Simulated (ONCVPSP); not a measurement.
**An all-electron radial function and its pseudo partner (N)**

Columns: radius, all-electron u(r) and pseudo u(r) of the 2s shell (level -24.98 eV) of nitrogen in the configuration [He] 2s2 2p2.5; PBEsol, scalar-relativistic, ONCV scheme, ONCVPSP 4.0.1.

```
r (bohr)  all-electron  pseudo
   0.057       -0.3121  0.0489
   0.115       -0.3970  0.1015
   0.172       -0.3505  0.1573
   0.230       -0.2335  0.2178
   0.288       -0.0842  0.2799
   0.345        0.0711  0.3408
   0.402        0.2219  0.4016
   0.460        0.3633  0.4645
   0.518        0.4884  0.5306
   0.575        0.5942  0.5994
   0.632        0.6827  0.6700
   0.690        0.7555  0.7392
   0.747        0.8113  0.7991
   0.805        0.8534  0.8473
   0.862        0.8823  0.8803
   0.920        0.9002  0.8999
   0.977        0.9082  0.9081
   1.035        0.9080  0.9080
   1.092        0.9010  0.9009
   1.150        0.8880  0.8880
   1.208        0.8703  0.8703
   1.265        0.8492  0.8492
   1.322        0.8252  0.8252
   1.380        0.7985  0.7985
   1.438        0.7701  0.7701
   1.495        0.7411  0.7411
```

Task: How many radial nodes do the two functions have?

Result: The all-electron 2s function has n − l − 1 = 1; the pseudo-wave has 0, since the states of the same l below it are removed with the core.

Task: At about which radius was the pseudo-wave matched?

Result: 1.00 bohr. The columns agree to 0.0005 from 0.92 bohr on; several derivatives are matched, so the curves merge somewhat inside the radius.

Task: Where does each function peak?

Result: Outermost all-electron maximum near 0.98 bohr, pseudo maximum near 0.98 bohr (to the table’s step).

Task: Is the pseudo-wave norm-conserving?

Result: Yes: the ONCV scheme keeps the norm inside the radius equal to the all-electron one, which fixes the energy derivative of the logarithmic derivative at the level.
